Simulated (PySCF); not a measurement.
# EPR parameters of C6H14N

C6H14N (doublet state).
Atom-mapped SMILES: `[CH3:1][CH:2][C@@H:3]([CH3:4])[C@H:5]([CH3:6])[NH2:7]` (hydrogens: H8, H9, H10 on C1; H11 on C2; H12 on C3; H13, H14, H15 on C4; H16 on C5; H17, H18, H19 on C6; H20, H21 on N7)

Geometry (GFN2-xTB, Å), atoms numbered from 1 in this order:
```xyz
21
C6H14N angstrom
C      1.985    0.897    1.077
C      1.147   -0.220    0.590
C      0.354   -0.152   -0.657
C      0.571   -1.404   -1.517
C     -1.173   -0.001   -0.381
C     -1.469    1.335    0.310
N     -1.642   -1.154    0.367
H      1.911    1.005    2.162
H      3.047    0.721    0.860
H      1.704    1.837    0.606
H      1.209   -1.163    1.107
H      0.657    0.735   -1.226
H      1.632   -1.564   -1.693
H      0.071   -1.292   -2.476
H      0.156   -2.269   -1.009
H     -1.690   -0.021   -1.349
H     -1.123    2.167   -0.298
H     -2.541    1.449    0.467
H     -0.969    1.378    1.276
H     -1.201   -1.169    1.281
H     -2.645   -1.097    0.506
```

The hyperfine couplings belong to this conformer and change with its torsions.

Method: PySCF, UKS B3LYP, pcH-1 on C H N, non-relativistic, mean-field spin-orbit, GIAO. One conformer (not necessarily the lowest) at the GFN2-xTB geometry, without solvent, vibrations or thermal averaging. The geometry wasn't refined by DFT: couplings that depend on bond lengths, twists or pyramidal angles can differ widely from those at the functional's own minimum. No stability test was run, so a lower SCF solution isn't excluded.

| Quantity | Value |
| --- | --- |
| g1, g2, g3 | 2.00217, 2.00285, 2.00301 |
| g_iso | 2.00268 |
| Form of g | rhombic: the two nearest values differ by 19 % of g3 − g1 |
| ⟨S²⟩ | 0.7539 (exact 0.7500) |
| HOMO–LUMO gap, α and β orbitals | 6.13, 5.14 eV |

Isotropic coupling and dipolar principal values T1 to T3, in 10⁻⁴ cm⁻¹; ρ(0) is the spin density at the nucleus (1 × 10⁻⁴ cm⁻¹ = 2.998 MHz):

```json
{"atom": "C1", "isotope": "13C", "a_iso": "-11.4", "T1": "-0.8", "T2": "0.2", "T3": "0.6", "Mulliken spin population": "-0.09", "ρ(0) (bohr⁻³)": "-0.0304"}
{"atom": "C2", "isotope": "13C", "a_iso": "29.9", "T1": "-26.9", "T2": "-26.6", "T3": "53.4", "Mulliken spin population": "1.03", "ρ(0) (bohr⁻³)": "0.0798"}
{"atom": "C3", "isotope": "13C", "a_iso": "-10.6", "T1": "-0.7", "T2": "-0.1", "T3": "0.7", "Mulliken spin population": "-0.08", "ρ(0) (bohr⁻³)": "-0.0282"}
{"atom": "C4", "isotope": "13C", "a_iso": "12.1", "T1": "-1.1", "T2": "-1.1", "T3": "2.2", "Mulliken spin population": "0.02", "ρ(0) (bohr⁻³)": "0.0323"}
{"atom": "C5", "isotope": "13C", "a_iso": "20.6", "T1": "-2.0", "T2": "-1.7", "T3": "3.6", "Mulliken spin population": "0.05", "ρ(0) (bohr⁻³)": "0.0548"}
{"atom": "C6", "isotope": "13C", "a_iso": "-0.2", "T1": "-0.4", "T2": "0.0", "T3": "0.4", "Mulliken spin population": "0.00", "ρ(0) (bohr⁻³)": "-0.0006"}
{"atom": "N7", "isotope": "14N", "a_iso": "-0.2", "T1": "-0.2", "T2": "0.0", "T3": "0.3", "Mulliken spin population": "0.01", "ρ(0) (bohr⁻³)": "-0.0022"}
{"atom": "H8", "isotope": "1H", "a_iso": "25.0", "T1": "-1.6", "T2": "-1.4", "T3": "3.0", "Mulliken spin population": "0.03", "ρ(0) (bohr⁻³)": "0.0168"}
{"atom": "H9", "isotope": "1H", "a_iso": "48.9", "T1": "-1.8", "T2": "-1.1", "T3": "3.0", "Mulliken spin population": "0.06", "ρ(0) (bohr⁻³)": "0.0328"}
{"atom": "H10", "isotope": "1H", "a_iso": "4.5", "T1": "-1.5", "T2": "-1.3", "T3": "2.8", "Mulliken spin population": "0.01", "ρ(0) (bohr⁻³)": "0.0030"}
{"atom": "H11", "isotope": "1H", "a_iso": "-20.1", "T1": "-12.8", "T2": "0.0", "T3": "12.8", "Mulliken spin population": "-0.04", "ρ(0) (bohr⁻³)": "-0.0135"}
{"atom": "H12", "isotope": "1H", "a_iso": "5.3", "T1": "-1.7", "T2": "-1.3", "T3": "2.9", "Mulliken spin population": "0.01", "ρ(0) (bohr⁻³)": "0.0035"}
{"atom": "H13", "isotope": "1H", "a_iso": "-0.5", "T1": "-1.7", "T2": "-0.7", "T3": "2.4", "Mulliken spin population": "0.00", "ρ(0) (bohr⁻³)": "-0.0003"}
{"atom": "H14", "isotope": "1H", "a_iso": "4.0", "T1": "-0.8", "T2": "-0.5", "T3": "1.3", "Mulliken spin population": "0.01", "ρ(0) (bohr⁻³)": "0.0027"}
{"atom": "H15", "isotope": "1H", "a_iso": "-0.9", "T1": "-1.1", "T2": "-0.8", "T3": "1.9", "Mulliken spin population": "0.00", "ρ(0) (bohr⁻³)": "-0.0006"}
{"atom": "H16", "isotope": "1H", "a_iso": "0.2", "T1": "-1.2", "T2": "-0.6", "T3": "1.8", "Mulliken spin population": "0.00", "ρ(0) (bohr⁻³)": "0.0002"}
{"atom": "H17", "isotope": "1H", "a_iso": "0.2", "T1": "-0.6", "T2": "-0.5", "T3": "1.1", "Mulliken spin population": "0.00", "ρ(0) (bohr⁻³)": "0.0001"}
{"atom": "H18", "isotope": "1H", "a_iso": "-0.2", "T1": "-0.5", "T2": "-0.3", "T3": "0.9", "Mulliken spin population": "0.00", "ρ(0) (bohr⁻³)": "-0.0001"}
{"atom": "H19", "isotope": "1H", "a_iso": "-0.1", "T1": "-1.6", "T2": "-1.1", "T3": "2.8", "Mulliken spin population": "0.00", "ρ(0) (bohr⁻³)": "0.0000"}
{"atom": "H20", "isotope": "1H", "a_iso": "-0.6", "T1": "-1.9", "T2": "-1.0", "T3": "2.9", "Mulliken spin population": "0.00", "ρ(0) (bohr⁻³)": "-0.0004"}
{"atom": "H21", "isotope": "1H", "a_iso": "-0.2", "T1": "-0.7", "T2": "-0.4", "T3": "1.1", "Mulliken spin population": "0.00", "ρ(0) (bohr⁻³)": "-0.0002"}
```

Largest spin populations (Mulliken): C2 (+1.03), C1 (-0.09) and C3 (-0.08). No atom but C2 exceeds +0.15. The positive populations add up to 1.22 and the negative ones to -0.22, together 2S = 1. The angles at C2 add up to 359.6°, so it is planar; its axial dipolar tensor and the negative coupling of its proton fit spin in a p orbital normal to that plane.

Axes: g2 points within 13° of the C2–C3 bond.

Under fast tumbling the dipolar parts average out, and these isotropic splittings remain: 3 × 1H (H8/H9/H10, I = 1/2, 4 lines) with 2.79 mT, 1 × 1H (H11, I = 1/2, 2 lines) with 2.15 mT, 1 × 1H (H12, I = 1/2, 2 lines) with 0.57 mT, 3 × 1H (H13/H14/H15, I = 1/2, 4 lines) with 0.09 mT and 2 × 1H (H20/H21, I = 1/2, 3 lines) with 0.04 mT.

Nuclei that the bonding pattern makes equivalent are averaged, as if the motion that swaps them (rotation, inversion, ring flip) were fast. The three 1H nuclei of mean +78.3 MHz run from 13.4 to 146.6 MHz in the frozen geometry. The three 1H nuclei of mean +2.7 MHz run from -2.6 to 12.0 MHz in the frozen geometry.

The 13C coupling of C2 (89.7 MHz) shows only in satellite lines or after enrichment, since that isotope makes up about 1.07 % of natural carbon.
